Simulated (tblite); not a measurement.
Compound: benzo[b]thiophene-2-carboxylic acid, C9H6O2S.
SMILES with atom numbers: `[O:1]=[C:2]([OH:3])[c:4]1[cH:5][c:6]2[cH:7][cH:8][cH:9][cH:10][c:11]2[s:12]1` (hydrogens: H13 on O3; H14 on C5; H15 on C7; H16 on C8; H17 on C9; H18 on C10)

Geometry (GFN2-xTB, Å), atoms numbered from 1 in this order:
```xyz
18
C9H6O2S angstrom
O      3.925    0.925   -0.135
C      3.265   -0.019   -0.494
O      3.810   -1.138   -0.997
C      1.809   -0.082   -0.436
C      0.980    0.896    0.027
C     -0.389    0.536   -0.044
C     -1.519    1.270    0.334
C     -2.768    0.717    0.174
C     -2.921   -0.566   -0.360
C     -1.826   -1.311   -0.741
C     -0.562   -0.758   -0.582
S      0.956   -1.500   -0.986
H      4.776   -1.056   -1.019
H      1.346    1.835    0.403
H     -1.395    2.259    0.746
H     -3.645    1.276    0.464
H     -3.912   -0.977   -0.475
H     -1.939   -2.301   -1.154
```

Computed values, GFN2-xTB/tblite, gas phase, harmonic and unscaled. The method is semi-empirical: single wavenumbers can be off by several per cent or more. One conformer, not necessarily the lowest.

Harmonic wavenumbers (cm⁻¹): 56.4, 81.0, 115.6, 182.7, 238.4, 310.1, 327.1, 393.1, 433.9, 449.3, 482.8, 522.3, 543.3, 602.7, 630.7, 677.5, 700.9, 712.6, 737.1, 768.4, 828.8, 857.9, 873.5, 909.6, 924.8, 1028.1, 1049.8, 1071.8, 1119.2, 1148.1, 1156.3, 1181.5, 1232.4, 1259.0, 1315.8, 1348.8, 1402.0, 1458.1, 1517.9, 1558.7, 1588.2, 1752.0, 3083.5, 3090.3, 3097.5, 3104.5, 3137.3, 3460.4.

A = 2344, B = 526.2, C = 429.7 MHz; mass 178.009 u (most abundant isotopes); point group Cs, symmetry number 1.

Q: Zero-point energy?

A: Half the sum of the wavenumbers: 27261 cm⁻¹ = 77.94 kcal/mol.

Q: Give the ideal-gas entropy at 500 K and 1 bar in the rigid-rotor, harmonic-oscillator model (classical rotation).

A: Translation 44.03, rotation 32.33, vibration 48.22: S = 124.6 cal/(mol K).

Q: And Cp and H(500 K) − H(0)?

A: Cp = 59.93 cal/(mol K), of which vibrations give 51.98 (their classical limit is 48 R = 95.4); H(500 K) − H(0) = 17.05 kcal/mol without the zero-point energy, 13.07 from vibrations.

Q: How do the functions run with temperature in this model?

A: 
```
 T (K)  S (cal/(mol K))  Cp (cal/(mol K))  H − H(0) (kcal/mol)  G − H(0) (kcal/mol)  ln q(vib)
   150             78.0              22.2                 2.17                -9.53       2.37
   250             92.2              34.4                 5.00               -18.05       4.69
298.15             98.8              40.2                 6.80               -22.65       5.87
   400            112.2              51.2                11.47               -33.40       8.49
   600            136.1              66.7                23.39               -58.29      13.73
   900            166.0              79.9                45.59              -103.77      21.25
```

q(vib) and H(0) count from the zero-point level.

Q: Which modes carry the vibrational entropy at 500 K?

A: 56.4 cm⁻¹: 5.60; 81.0 cm⁻¹: 4.89; 115.6 cm⁻¹: 4.18; 182.7 cm⁻¹: 3.29; 238.4 cm⁻¹: 2.77; 310.1 cm⁻¹: 2.28 cal/(mol K); the other 42 give 25.21 together.

Q: What must be added to the electronic energy to get the Gibbs energy at 500 K and 1 bar?

A: ZPE + [H(500 K) − H(0)] − T·S = 77.94 + 17.05 − 62.29 = 32.70 kcal/mol.

Q: Blend soft modes into free rotors: weight 1/[1 + (100 cm⁻¹/ν̃)⁴] for the oscillator and the rest for a rotor with moment μB/(μ + B), μ = h/(8π²ν), B = 10⁻⁴⁴ kg m². What vibrational entropy results?

A: 45.41 cal/(mol K) in place of 48.22, which changes −T·S at 500 K by +1.41 kcal/mol.

Hindered rotation and anharmonicity are outside this model. Other conformers, if any are populated, would add a mixing term that is left out.
